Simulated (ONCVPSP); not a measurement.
What the settings do to the ONCV potential of sulfur

Base potential:

* Element: S (Z = 16)
* Generator: ONCVPSP 4.0.1
* Type: optimised norm-conserving Vanderbilt (ONCV)
* Functional: LDA (Perdew-Wang 92)
* Relativity: scalar-relativistic
* Frozen core: [He]
* Valence charge: 14
* Reference configuration: 2s2 2p6 3s2 3p4
* Partial waves: 2s+3s: rc 0.95 bohr, ncon 4, nbas 8, qcut 15.3 1/bohr, 2 projectors; 2p+3p: rc 0.75 bohr, ncon 4, nbas 7, qcut 21.2 1/bohr, 2 projectors; d scattering state at 0.1 Ha: rc 0.90 bohr, ncon 4, nbas 8, qcut 12.4 1/bohr, 2 projectors, debl 1.9 Ha
* Local potential: polynomial inside 0.60 bohr (lpopt 4, dvloc0 0 Ha)
* Core correction: Teter function, fcfact 3, rcfact 1.5

Cutoffs, loose and tight: the cutoffs (Ha) at which the residual kinetic energy of the hardest occupied pseudo-wave falls to 1 and 0.1 mHa per electron. They do not see the model core or the augmentation charge, which bear on the density cutoff. Test errors are all-electron minus pseudo excitation energies from the reference, over the configurations 2s2 2p6 3s2 3p3; 2s2 2p6 3s2 3p2; 2s2 2p6 3s2 3p1; 2s2 2p6 3s2 3p3.5. A dash means not determined; rows that change the core or the reference have their own tests.

| change | outcome | cutoff, loose | cutoff, tight | bound ghosts | GHOST(+) flags above zero | largest test error (meV) |
| --- | --- | --- | --- | --- | --- | --- |
| base | generated | 161 Ha | 183 Ha | none | none | +9.9 |
| p: qcut 19.3 | generated | 147 Ha | 165 Ha | none | none | +11 |
| core correction none | generated | 161 Ha | 183 Ha | none | none | +10 |
| d: debl 4.15 | generated | 161 Ha | 183 Ha | none | none | +9.9 |
| d: qcut 18 | generated | 161 Ha | 183 Ha | none | none | +9.9 |
| s: rc 1 | generated | 161 Ha | 183 Ha | none | none | +10 |
| core correction Teter function, fcfact 1, rcfact 1.5 | generated | 161 Ha | 183 Ha | none | none | +10.0 |
| d: rc 0.75, qcut 14.9 | generated | 161 Ha | 183 Ha | none | none | +9.9 |

Q: What comes out with this change to the base: functional PBE?

A: outcome: generated; cutoff, loose: 160 Ha; cutoff, tight: 182 Ha; bound ghosts: none; GHOST(+) flags above zero: none; largest test error (meV): +9.7.

Q: What comes out with this change to the base: core [Ne], valence charge 6; reference 3s2 3p3; waves now 3s: rc 1.50 bohr, ncon 5, nbas 9, qcut 3.9 1/bohr, 2 projectors, debl 3.7 Ha; 3p: rc 1.50 bohr, ncon 4, nbas 8, qcut 6.4 1/bohr, 1 projector; d scattering state at 0.08 Ha: rc 1.45 bohr, ncon 3, nbas 7, qcut 6.7 1/bohr, 2 projectors, debl 2.9 Ha; local potential polynomial inside 1.30 bohr (lpopt 2, dvloc0 4 Ha)?

A: outcome: generated; cutoff, loose: 63 Ha; cutoff, tight: 94 Ha; bound ghosts: none; GHOST(+) flags above zero: none; largest test error (meV): +38.
